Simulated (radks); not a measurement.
Values are calculated unless marked as measured or tabulated.
Q: Level of theory: Dirac Kohn-Sham, PBE, spin-unpolarised, spherical densities, point nucleus (a radial shooting solver on a logarithmic mesh with Libxc functionals). Each species is in its NIST ground configuration. Rank Au, Ag, Cu by radius at which the density is 0.001 e/bohr^3 (bohr), largest first.

A: Au 4.28, Ag 4.26, Cu 4.10.
